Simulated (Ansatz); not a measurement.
CH4BrInO (`O[CH2][InH][Br]`). Total charge 0; spin multiplicity 1. In takes the def2 core potential. The structure was optimised at the PBE0-D4/def2-TZVP level. It is one conformer, not always the lowest.

```xyz
8

O     0.230   -1.167   -1.162
C     0.233    0.219   -0.961
In    0.096    0.697    1.153
Br   -1.152   -1.329    1.994
H    -0.420   -1.574   -0.575
H    -0.599    0.722   -1.472
H     1.163    0.618   -1.370
H     0.448    1.813    2.394
```

**Question.** What is the dipole moment at r2SCAN/def2-TZVPP? (An estimate is asked.)

**Answer.** Ansatz gave: 3.27 D, with components (0.85, 3.07, -0.75) D in this frame, pointing from negative to positive charge.

**Question.** And with PBE, B3LYP, ωB97M-V? (An estimate is asked.)

**Answer.** Ansatz gave: PBE 3.09 D, B3LYP 3.34 D, ωB97M-V 3.47 D.

**Question.** Give the Mulliken charges with r2SCAN, ωB97M-V, PBE in def2-TZVPP. (An estimate is asked.)

**Answer.** Computed: 
| atom | r2SCAN | ωB97M-V | PBE |
| --- | --- | --- | --- |
| O1 | -0.34 | -0.32 | -0.29 |
| C2 | -0.12 | -0.24 | -0.21 |
| In3 | 0.61 | 0.55 | 0.57 |
| Br4 | -0.44 | -0.41 | -0.42 |
| H5 | 0.22 | 0.20 | 0.21 |
| H6 | 0.08 | 0.12 | 0.10 |
| H7 | 0.08 | 0.13 | 0.11 |
| H8 | -0.09 | -0.05 | -0.08 |

B3LYP here is the variant with VWN-RPA as its local correlation; programs differ in this.
